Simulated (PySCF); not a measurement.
# Rubidium: a sound run and one with changed settings

Sound run: Rb⁺ [Kr], Rb²⁺ [Ar] 3d10 4s2 4p5. Calculation: PySCF 2.14, in x2c-SVPall (6s4p5d1f, 50 functions); the spin-free X2C one-electron Hamiltonian (Gaussian nucleus). The sound run starts from symmetry-adapted Hartree-Fock orbitals and uses a fine grid where one is needed.

Changed run: 26 angular points. This setting is unsound on purpose.

```csv
species,method,sound run (hartree),changed run (hartree),converged
Rb⁺,UHF,-2978.69172,-2978.69172,yes
Rb⁺,r2SCAN,-2980.52455,-2980.52455,yes
Rb⁺,MN15,-2982.32969,-2982.32969,yes
Rb²⁺,UHF,-2977.67677,-2977.67677,yes
Rb²⁺,r2SCAN,-2979.46164,-2979.46239,yes
Rb²⁺,MN15,-2981.27201,-2981.27125,yes
```

Ionisation energy of Rb⁺:

```json
{"method": "UHF", "sound run (eV)": "27.618", "changed run (eV)": "27.618"}
{"method": "r2SCAN", "sound run (eV)": "28.923", "changed run (eV)": "28.903"}
{"method": "MN15", "sound run (eV)": "28.781", "changed run (eV)": "28.802"}
```

A coarse angular grid integrates products of high-l functions wrongly, so density functionals can shift, and the SCF can exploit the error; Hartree-Fock and MP2 need no grid.

For comparison, NIST gives 27.290 eV between the lowest levels.
